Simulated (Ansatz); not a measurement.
An input meant for the cluster Na2Te⁺ (charge 1, doublet; atoms displaced at random, 0.15 Å in each coordinate).

```yaml
crystal:
  periodic: [false, false, false]
  atoms:
    - {symbol: Na, position_ang: [-1.278602, -1.373180, -2.172668]}
    - {symbol: Na, position_ang: [1.890720, 1.517139, 1.567958]}
    - {symbol: Te, position_ang: [-0.786635, -0.240752, 0.424458]}
basis:
  gaussian: {orbitals: def2-TZVPD, final_grid: {core_spheres: 1, valence_spheres: 1, degree: 3}}
total_charge: 1
magnetization: {spin_polarized: true, initial_magnetization: 1}
hamiltonian: {xc: {name: PBE}}
scf: {omitted_lower_state_checks: [starts]}
```

```sh
$ ansatz run in.yaml --threads 4 --pin off --events-out ev --progress --plain --max-ram 3916MiB
```

It prints (some lines left out):

```
Functional definition: PBE
1085 factors; their error is unknown
mean field evaluation 1: about -16111.1250 eV, gradient 2.5e1 eV
mean field evaluation 2: about -16086.9098 eV, gradient 5.2e1 eV
mean field evaluation 4: about -16115.5178 eV, gradient 4.4e0 eV
mean field evaluation 8: about -16209.3528 eV, gradient 1.1e2 eV
mean field evaluation 16: about -16241.0714 eV, gradient 8.1e-1 eV
mean field evaluation 32: about -16241.0740 eV, gradient 6.0e-5 eV
mean field -16241.07401838 eV, -596.8484615799 hartree, gradient 6.0e-5 eV, S^2 0.759603; 0 other end points of the search recorded, 0 dependent functions left out
reference -16241.07424112 eV, -596.8484697655 hartree; 23, 22 occupied and 106, 107 virtual orbitals, 1085 factors
Total energy: -16241.07424112 eV, -596.8484697655 hartree
Checks for a lower state left out: starts
```

In this input the integration grid is far too coarse. The calculation finished and met its thresholds. The result belongs to that input, not to the species as meant.

In the def2 sets Te takes a core potential; there is no spin–orbit coupling.
